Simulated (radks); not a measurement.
The numbers below are computed, except where a source is named.
Trend from Mg2+ to Ar2+: ionisation energy by Delta-SCF between NIST ground configurations, and size. Code: a radial shooting solver on a logarithmic mesh with Libxc functionals. Model: scalar-relativistic Kohn-Sham, PBE, spin-polarised, spherical densities, finite nucleus; open shells are filled with parallel spins first; Fermi nuclear charge, rms radius of each element as measured or else 0.836 A^(1/3) + 0.57 fm.

species  configuration  IE (eV)  NIST (eV)       kind
Mg2+              [Ne]   80.483     80.144       exp.
Al2+          [Ne] 3s1   28.875     28.448       exp.
Si2+          [Ne] 3s2   33.451     33.493       exp.
P2+       [Ne] 3s2 3p1   30.082     30.203       exp.
S2+       [Ne] 3s2 3p2   34.937      34.86  semi-emp.
Cl2+      [Ne] 3s2 3p3   39.642       39.8  semi-emp.
Ar2+      [Ne] 3s2 3p4   40.494      40.74  semi-emp.

Reference values: NIST Atomic Spectra Database (exp. = measured, semi-emp. = semi-empirical, theory = theoretical value adopted there). Open shells are spherical and high-spin; term and fine-structure splittings are not resolved.
